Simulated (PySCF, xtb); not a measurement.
C₃H₉FOSi, SMILES C([Si@H](C)OC)F.

GFN2-xTB (xtb) at its own geometry gives an orbital gap of 6.32 eV and a dipole moment of 3.17 D.

The structure is a stationary point at r2SCAN-D4/def2-SVP. The structure was generated by enumeration; whether it is a known compound was not checked. Other conformers were not sampled.

### Question
What does PBE/def2-TZVP run with PySCF give? (The exact figures need the calculation; the answer reports its results.)

### Answer
gap 5.95 eV (levels -6.32 and -0.37 eV), dipole 1.99 D.
